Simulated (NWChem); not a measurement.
System: C2H5ClOSi; SMILES [SiH2](O)/C=C/Cl

```xyz
10

O     -0.7898    -2.7749     0.2986
Si     0.4344    -1.7475    -0.1740
C     -0.1680     0.0008    -0.4336
C      0.3206     1.0117     0.2904
Cl    -0.1669     2.6598     0.1200
H     -1.2558    -2.5452     1.1078
H      1.5306    -1.6692     0.8437
H      0.9421    -2.3268    -1.4460
H     -0.9346     0.2249    -1.1853
H      1.0861     0.8871     1.0633
```
Atoms are numbered in this order, from 1.

Results from NWChem. Pople sets run with spherical d functions. STO-3G and 3-21G are far too small for this property and stand as cheap habits. The geometry was optimised at PBE0/def2-SVP. B3LYP is NWChem's, with the RPA form of VWN correlation. Field at 589 nm.

Order these runs by computing time, cheapest first, and give rough ratios: B3LYP/STO-3G; B3LYP/def2-SVP; B3LYP/def2-SVPD.

B3LYP/STO-3G (1), B3LYP/def2-SVP (6), B3LYP/def2-SVPD (20). Ratios are rough, from one shared machine; the cheapest took roughly 8 core-seconds. What differs between the cheapest and the dearest: isotropic polarisability (bohr³) 31.7 → 75.5; anisotropy (bohr³) 31.3 → 46.8.
